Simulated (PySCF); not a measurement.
**Pb: electron affinity**

Pb⁻ [Xe] 4f14 5d10 6s2 6p3 (4S) → Pb [Xe] 4f14 5d10 6s2 6p2 (3P), as a difference of total energies. Calculation: PySCF 2.14, in aug-cc-pVDZ-PP with ECP60MDF; scalar relativity through the core potential. Correlated levels: valence: 5s2 5p6 5d10 frozen. The calculations carry no spin-orbit coupling.

```csv
method,electron affinity (eV),difference from reference (eV)
UHF,0.882,+0.525
MP2 (valence),1.172,+0.815
SCS-MP2 (valence),1.051,+0.694
CCSD (valence),1.181,+0.824
CCSD(T) (valence),1.197,+0.840
CCSDT (valence),1.201,+0.844
```

Reference: 0.357 eV (measured; photodetachment measurements, as compiled on the Wikipedia data page of electron affinities).

Spin-orbit coupling is strong in these open shells (close to jj coupling). The scalar numbers leave it out and a first-order estimate fails, so it can dominate the gap to the real levels.

Errors of the correlated levels include the incompleteness of this basis and the frozen core.
